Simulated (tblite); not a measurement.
H₁₂OSi₅.
SMILES with atom numbers: `[OH:1][Si@@H:2]([SiH3:3])[SiH2:4][SiH2:5][SiH3:6]` (hydrogens: H7 on O1; H8 on Si2; H9, H10, H11 on Si3; H12, H13 on Si4; H14, H15 on Si5; H16, H17, H18 on Si6)

Computed with GFN2-xTB (tblite), gas phase: L-BFGS steps from a force-field or distance-geometry start until the largest atomic force falls under 0.01 eV/Å.

Step 34: E = -512.2935 eV
```
atom  x, y, z in Å  |  force x, y, z in eV/Å
O1     -1.3507   -1.7512    1.1225   -0.003   0.019  -0.005
Si2    -1.2127   -0.8211   -0.2225    0.005   0.035  -0.014
Si3    -3.1924   -0.7040   -1.4201   -0.003   0.000  -0.012
Si4    -0.2197    1.2174    0.3110   -0.005   0.015  -0.004
Si5     1.9642    1.5458   -0.4153   -0.017   0.019   0.000
Si6     3.2554   -0.3703   -0.4495    0.019  -0.024   0.015
H7     -1.8637   -1.4938    1.8819   -0.009  -0.001  -0.011
H8     -0.2446   -1.6683   -0.9378   -0.006  -0.003   0.003
H9     -3.3351   -1.7391   -2.4489   -0.015   0.000   0.009
H10    -4.4299   -0.7632   -0.6277    0.036   0.000   0.007
H11    -3.2188    0.5814   -2.1289   -0.025  -0.015   0.003
H12    -1.0853    2.2891   -0.2148   -0.015   0.002   0.000
H13    -0.2805    1.4724    1.7655   -0.003  -0.024   0.006
H14     2.6244    2.6037    0.3695    0.011  -0.010   0.007
H15     1.9224    2.1406   -1.7643   -0.009  -0.014   0.007
H16     4.3876   -0.3437    0.4789    0.027   0.025  -0.011
H17     2.4615   -1.5400   -0.0641   -0.002  -0.012  -0.013
H18     3.8093   -0.6496   -1.7766    0.012  -0.011   0.013
```

Step 35: E = -512.2938 eV
```
atom  x, y, z in Å  |  force x, y, z in eV/Å
O1     -1.3508   -1.7504    1.1219   -0.003   0.017  -0.003
Si2    -1.2124   -0.8209   -0.2234    0.013   0.048  -0.006
Si3    -3.1918   -0.7040   -1.4203   -0.011   0.005  -0.013
Si4    -0.2189    1.2185    0.3109   -0.024   0.009   0.002
Si5     1.9644    1.5466   -0.4154   -0.020  -0.012   0.007
Si6     3.2555   -0.3703   -0.4489    0.018  -0.034   0.006
H7     -1.8642   -1.4932    1.8812   -0.008   0.000  -0.012
H8     -0.2446   -1.6686   -0.9378   -0.003  -0.006   0.000
H9     -3.3356   -1.7394   -2.4485   -0.015  -0.001   0.006
H10    -4.4287   -0.7633   -0.6269    0.037   0.000   0.007
H11    -3.2201    0.5816   -2.1291   -0.023  -0.019   0.005
H12    -1.0866    2.2895   -0.2147   -0.008  -0.003   0.004
H13    -0.2813    1.4716    1.7663   -0.001  -0.024  -0.005
H14     2.6240    2.6030    0.3692    0.022   0.008   0.019
H15     1.9220    2.1402   -1.7634   -0.008  -0.005  -0.013
H16     4.3887   -0.3427    0.4785    0.022   0.024  -0.011
H17     2.4617   -1.5414   -0.0647    0.006   0.001  -0.013
H18     3.8100   -0.6507   -1.7762    0.008  -0.007   0.022
```

Step 36: E = -512.2943 eV
```
atom  x, y, z in Å  |  force x, y, z in eV/Å
O1     -1.3517   -1.7488    1.1204   -0.001   0.017  -0.007
Si2    -1.2126   -0.8189   -0.2248    0.020   0.052   0.005
Si3    -3.1922   -0.7041   -1.4207   -0.013   0.008  -0.012
Si4    -0.2176    1.2205    0.3109   -0.046  -0.001   0.011
Si5     1.9650    1.5475   -0.4154   -0.017  -0.054   0.018
Si6     3.2568   -0.3707   -0.4476    0.011  -0.034  -0.005
H7     -1.8665   -1.4934    1.8792   -0.009   0.003  -0.011
H8     -0.2458   -1.6681   -0.9385    0.000  -0.005  -0.003
H9     -3.3364   -1.7413   -2.4465   -0.015  -0.003   0.001
H10    -4.4278   -0.7637   -0.6259    0.031  -0.002   0.011
H11    -3.2244    0.5810   -2.1300   -0.020  -0.018   0.001
H12    -1.0874    2.2908   -0.2139   -0.001  -0.006   0.009
H13    -0.2813    1.4700    1.7677    0.000  -0.022  -0.020
H14     2.6238    2.6023    0.3691    0.034   0.027   0.031
H15     1.9221    2.1395   -1.7623   -0.008   0.006  -0.038
H16     4.3919   -0.3403    0.4777    0.015   0.020  -0.010
H17     2.4634   -1.5436   -0.0653    0.014   0.015  -0.010
H18     3.8119   -0.6525   -1.7751    0.003  -0.002   0.028
```

Step 37: E = -512.2950 eV
```
atom  x, y, z in Å  |  force x, y, z in eV/Å
O1     -1.3539   -1.7460    1.1171    0.001   0.020  -0.009
Si2    -1.2139   -0.8142   -0.2270    0.024   0.042   0.014
Si3    -3.1945   -0.7043   -1.4210   -0.006   0.008  -0.007
Si4    -0.2156    1.2237    0.3113   -0.065  -0.013   0.019
Si5     1.9665    1.5478   -0.4153   -0.005  -0.092   0.030
Si6     3.2604   -0.3717   -0.4455    0.001  -0.022  -0.016
H7     -1.8725   -1.4950    1.8749   -0.008   0.006  -0.015
H8     -0.2491   -1.6659   -0.9407    0.002  -0.001  -0.003
H9     -3.3377   -1.7459   -2.4419   -0.015  -0.006  -0.008
H10    -4.4281   -0.7651   -0.6247    0.017  -0.003   0.022
H11    -3.2339    0.5787   -2.1323   -0.016  -0.010  -0.007
H12    -1.0872    2.2939   -0.2118    0.006  -0.007   0.014
H13    -0.2794    1.4671    1.7698    0.001  -0.019  -0.033
H14     2.6243    2.6019    0.3695    0.043   0.039   0.039
H15     1.9234    2.1386   -1.7612   -0.007   0.015  -0.058
H16     4.3986   -0.3355    0.4761    0.005   0.014  -0.006
H17     2.4679   -1.5466   -0.0657    0.022   0.026  -0.003
H18     3.8158   -0.6551   -1.7727    0.000   0.003   0.028
```

Q: Estimate the geometry and energy of step 38. (The exact step hangs on the optimiser's Hessian estimate; all steps are aligned on step 37, rigid shifts and turns removed.)

A: E = -512.2958 eV, largest force 0.105 eV/Å
```
atom  x, y, z in Å  |  force x, y, z in eV/Å
O1     -1.3576   -1.7418    1.1122    0.008   0.022  -0.014
Si2    -1.2159   -0.8066   -0.2298    0.019   0.016   0.018
Si3    -3.1986   -0.7044   -1.4213    0.006   0.002  -0.001
Si4    -0.2134    1.2274    0.3121   -0.067  -0.024   0.020
Si5     1.9690    1.5467   -0.4146    0.010  -0.099   0.034
Si6     3.2660   -0.3732   -0.4427   -0.006   0.001  -0.022
H7     -1.8821   -1.4977    1.8680   -0.008   0.012  -0.015
H8     -0.2544   -1.6618   -0.9447    0.003   0.009   0.000
H9     -3.3391   -1.7535   -2.4342   -0.016  -0.007  -0.019
H10    -4.4296   -0.7675   -0.6232    0.000  -0.005   0.037
H11    -3.2488    0.5750   -2.1361   -0.011   0.002  -0.019
H12    -1.0853    2.2988   -0.2082    0.008  -0.003   0.018
H13    -0.2756    1.4629    1.7722    0.000  -0.012  -0.037
H14     2.6253    2.6020    0.3708    0.042   0.032   0.034
H15     1.9259    2.1375   -1.7606   -0.005   0.012  -0.058
H16     4.4085   -0.3284    0.4737   -0.008   0.006   0.000
H17     2.4756   -1.5503   -0.0658    0.025   0.030   0.011
H18     3.8215   -0.6586   -1.7690    0.002   0.007   0.014
```

The energy changes by -0.0009 eV. The first-order estimate −F·Δx gives -0.0012 eV and the mean of the old and new forces, exact on a quadratic surface, -0.0008 eV. The step makes an angle of 79° with the force vector and moves no atom by more than 0.016 Å.

The cost below is that of the whole relaxation. The run took 3.8 s on Arm Neoverse N1, one thread, shared host with 64 logical CPUs at a one-minute load of 61.
